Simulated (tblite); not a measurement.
Species: C₃H₇Ge₂S (doublet state).
Bonds: C1–C2, C2–C3 (triple), C3–Ge4, Ge4–Ge5, Ge5–S6. Hydrogens: H7, H8, H9 on C1; H10, H11 on Ge4; H12, H13 on Ge5.
Bond orders are those of one Lewis drawing.

Computed with GFN2-xTB (tblite), gas phase: L-BFGS steps from a force-field or distance-geometry start until the largest atomic force falls under 0.01 eV/Å.

Step 6: E = -463.1372 eV
```
atom  x, y, z in Å  |  force x, y, z in eV/Å
C1     -3.0745    0.3532    0.3732   -0.086   0.196   0.104
C2     -1.7326    0.0773   -0.0839   -0.134  -0.028  -0.087
C3     -0.6428   -0.1835   -0.5352    0.064  -0.011  -0.060
Ge4     1.1212   -0.5532   -1.1113    0.117  -0.008   0.017
Ge5     2.6707    0.0457    0.6627   -0.025  -0.029  -0.066
S6      4.3684    1.1196   -0.0581    0.058  -0.036   0.008
H7     -3.2715   -0.1663    1.3099    0.058  -0.021   0.036
H8     -3.8099    0.0245   -0.3602    0.069  -0.033  -0.075
H9     -3.2089    1.4276    0.5346    0.080  -0.130  -0.023
H10     1.2288   -2.0262   -1.4314   -0.064  -0.006  -0.020
H11     1.4341    0.1940   -2.3863   -0.132  -0.007   0.000
H12     1.8798    0.9024    1.6255   -0.041   0.060   0.165
H13     3.0328   -1.2147    1.4428    0.035   0.052   0.001
```

Step 7: E = -463.1407 eV
```
atom  x, y, z in Å  |  force x, y, z in eV/Å
C1     -3.0743    0.3556    0.3740   -0.033   0.019   0.034
C2     -1.7310    0.0777   -0.0833   -0.127  -0.036  -0.118
C3     -0.6430   -0.1836   -0.5402   -0.019   0.010  -0.001
Ge4     1.1216   -0.5526   -1.1076    0.096  -0.031  -0.018
Ge5     2.6679    0.0453    0.6613   -0.025   0.050  -0.024
S6      4.3706    1.1163   -0.0568    0.047  -0.036   0.009
H7     -3.2672   -0.1711    1.3087    0.043   0.038   0.019
H8     -3.8103    0.0239   -0.3605    0.109  -0.006  -0.034
H9     -3.2034    1.4276    0.5302    0.041  -0.044   0.025
H10     1.2251   -2.0235   -1.4333   -0.054  -0.022  -0.012
H11     1.4253    0.1909   -2.3838   -0.107   0.018  -0.026
H12     1.8799    0.9025    1.6322   -0.016   0.035   0.122
H13     3.0343   -1.2085    1.4415    0.044   0.004   0.023
```

**Question.** Estimate the geometry and energy of step 8. (The exact step hangs on the optimiser's Hessian estimate; all steps are aligned on step 7, rigid shifts and turns removed.)

**Answer.** E = -463.1432 eV, largest force 0.147 eV/Å
```
atom  x, y, z in Å  |  force x, y, z in eV/Å
C1     -3.0749    0.3573    0.3752    0.025  -0.111  -0.035
C2     -1.7322    0.0771   -0.0858   -0.073  -0.039  -0.122
C3     -0.6436   -0.1834   -0.5433   -0.055   0.018   0.031
Ge4     1.1238   -0.5526   -1.1056    0.020  -0.037  -0.035
Ge5     2.6657    0.0457    0.6599   -0.020   0.107   0.033
S6      4.3732    1.1135   -0.0559    0.035  -0.037   0.011
H7     -3.2636   -0.1736    1.3088    0.028   0.066   0.010
H8     -3.8084    0.0232   -0.3618    0.100   0.012  -0.003
H9     -3.1991    1.4272    0.5281    0.009   0.033   0.054
H10     1.2216   -2.0224   -1.4348   -0.043  -0.033  -0.007
H11     1.4174    0.1893   -2.3828   -0.085   0.033  -0.043
H12     1.8795    0.9036    1.6393    0.013   0.006   0.074
H13     3.0362   -1.2044    1.4410    0.046  -0.018   0.030
```

The energy changes by -0.0026 eV. The first-order estimate −F·Δx gives -0.0035 eV and the mean of the old and new forces, exact on a quadratic surface, -0.0026 eV. The step makes an angle of 48° with the force vector and moves no atom by more than 0.008 Å.

The cost below is that of the whole relaxation. The run took 0.32 s on one thread, Arm Neoverse V1 (aarch64), no GPU (shared host).
